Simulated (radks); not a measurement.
Tb+, 64 electrons, occupied as [Xe] 4f9 6s1. Method: Dirac Kohn-Sham, PBEsol, spin-unpolarised, spherical densities, point nucleus; open shells are shared between the two j in proportion to 2j + 1; speed of light set to 116.481 atomic units (0.85 times the physical value, a model run); computed with a radial shooting solver on a logarithmic mesh with Libxc functionals. Some entries of the table are withheld. Estimate them.

orbital     occ.  eigenvalue (eV)  <r> (bohr)  <r^2> (bohr^2)
1s1/2          2        -53256.48     0.02074       0.0005932
2s1/2          2        -8971.127     0.08755        0.009159
2p1/2          2        -8517.189     0.07250        0.006562
2p3/2          4        -7416.581     0.08237        0.008272
3s1/2          2        -1998.808      0.2320         0.06178
3p1/2          2        -1804.198         (1)         0.05731
3p3/2          4        -1576.064         (2)         0.06718
3d3/2          4        -1252.889      0.2128         0.05340
3d5/2          6        -1206.296      0.2186         0.05612
4s1/2          2        -404.9967      0.5268          0.3138
4p1/2          2        -328.9905      0.5373          0.3291
4p3/2          4        -277.8297      0.5804          0.3836
4d3/2          4        -157.2608      0.6153          0.4400
4d5/2          6        -148.6411      0.6303          0.4617
5s1/2          2         -57.2472       1.286             (3)
5p1/2          2              (4)       1.449           2.391
5p3/2          4              (5)       1.597           2.907
6s1/2          1          -9.0381       3.641           14.93
4f5/2    3.85714          -8.7992      0.9110           1.155
4f7/2    5.14286          -7.7547      0.9419           1.254

Answer. 
(1) 3p1/2 <r> (bohr): 0.2216
(2) 3p3/2 <r> (bohr): 0.2405
(3) 5s1/2 <r^2> (bohr^2): 1.863
(4) 5p1/2 eigenvalue (eV): -36.5893
(5) 5p3/2 eigenvalue (eV): -29.9551
